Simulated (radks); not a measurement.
Values are calculated unless marked as measured or tabulated.
Numerical settings for neutral osmium, [Xe] 4f14 5d6 6s2. Code: a radial shooting solver on a logarithmic mesh with Libxc functionals. Model: scalar-relativistic Kohn-Sham, PBE, spin-unpolarised, spherical densities, finite nucleus; Fermi nuclear charge, rms radius 5.4126 fm. The defaults (mesh step 0.008 in ln r, mesh end at 40 bohr or more with all orbitals vanishing there, Anderson mixing 0.5 over 9 steps, residual threshold near 1e-9 with the energy settled to 1e-9 hartree or 1e-11 of itself, here a cap of 75 iterations) give E = -17250.725 hartree and 6s at -6.144 eV in 15 iterations. Run on one thread of a shared host, so times are rough (Arm Neoverse N1): 0.2 s of CPU time, 0.2 s wall, 15 iterations on 2440 mesh points. Changes against that run (0 stands for a change within the tolerance of the run):

| setting | iterations | converged | E (mhartree) | e(6s) (meV) | CPU (s) |
|---|---|---|---|---|---|
| mesh step in ln r 0.12 | 4 | no | diverged | - | 0.01 |
| mesh step in ln r 0.003 | 18 | yes | 0 | 0 | 0.57 |
| mesh step in ln r 0.012 | 14 | yes | 0 | 0 | 0.14 |
| mesh end (bohr) 2 | 15 | level above zero | +1.72e+04 | +1.36e+05 | 0.15 |
| mesh end (bohr) 8 | 15 | yes | +2.6 | +121 | 0.19 |
| residual threshold 0.001 | 10 | yes | 0 | +0.139 | 0.16 |
| residual threshold 1e-13 | 26 | yes | 0 | 0 | 0.26 |
| mixing 0.05 | 32 | yes | 0 | 0 | 0.36 |
| linear mixing, mixing 0.2 | 75 | no | 0 | 0 | 0.72 |
| linear mixing, mixing 0.5 | 30 | yes | 0 | 0 | 0.32 |
| mixing history 3 | 16 | yes | 0 | 0 | 0.21 |
| iteration cap 8 | 8 | no | -0.00137 | +0.385 | 0.12 |

Settled on a wrong energy, with an occupied level pushed above zero by the early mesh end: mesh end (bohr) 2 (+17.2 hartree). Apart from these: settings that end as converged yet miss the energy by more than 1 mhartree: mesh end (bohr) 8 (+0.0026 hartree). A mesh that ends early acts as a hard wall.
